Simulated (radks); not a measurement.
Problem. All-electron atom: Sr+ in [Kr] 5s1. Method: Dirac Kohn-Sham, PBEsol, spin-unpolarised, spherical densities, finite nucleus; Fermi nuclear charge, rms radius 4.224 fm; computed with a radial shooting solver on a logarithmic mesh with Libxc functionals.

Spin-orbit splittings of the eigenvalues, e(l+1/2) - e(l-1/2), with zeta = 2 splitting/(2l+1) and mean radii in bohr:

| shell | occ. | splitting (eV) | zeta (eV) | <r> j=l-1/2 | <r> j=l+1/2 |
|---|---|---|---|---|---|
| 2p | 6 | 68.33 | 45.56 | 0.1475 | 0.1517 |
| 3p | 6 | 10.48 | 6.990 | 0.4916 | 0.5021 |
| 3d | 10 | ? | ? | 0.4963 | 0.5000 |
| 4p | 6 | 1.174 | 0.7828 | 1.539 | 1.572 |
| 4d | 0 | 0.06642 | 0.02657 | 2.778 | 2.802 |
| 5p | 0 | 0.1095 | 0.07303 | 4.810 | 4.885 |

Estimate the 3d splitting.

Solution. 1.830 eV (zeta = 0.7322 eV).
